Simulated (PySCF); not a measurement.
How methods differ on the ionisation energy of Sr⁺

Sr⁺ [Kr] 5s1 (2S) → Sr²⁺ [Kr] (1S), as a difference of total energies. Calculation: PySCF 2.14, in dyall-av2z (22s16p11d, 125 functions); the non-relativistic Hamiltonian (point nucleus). The calculations carry no spin-orbit coupling.

```json
{"method": "UHF", "ionisation energy (eV)": "10.294", "difference from reference (eV)": "-0.736"}
{"method": "LDA", "ionisation energy (eV)": "11.186", "difference from reference (eV)": "+0.156"}
{"method": "PBE", "ionisation energy (eV)": "11.019", "difference from reference (eV)": "-0.011"}
{"method": "PBE0", "ionisation energy (eV)": "10.894", "difference from reference (eV)": "-0.136"}
{"method": "r2SCAN", "ionisation energy (eV)": "10.688", "difference from reference (eV)": "-0.342"}
{"method": "TPSSh", "ionisation energy (eV)": "10.705", "difference from reference (eV)": "-0.325"}
{"method": "BP86", "ionisation energy (eV)": "11.062", "difference from reference (eV)": "+0.032"}
{"method": "r2SCANh", "ionisation energy (eV)": "10.702", "difference from reference (eV)": "-0.328"}
```

Reference: 11.030 eV (measured; NIST Atomic Spectra Database, ionization energies).

These non-relativistic numbers lack the scalar-relativistic shift.
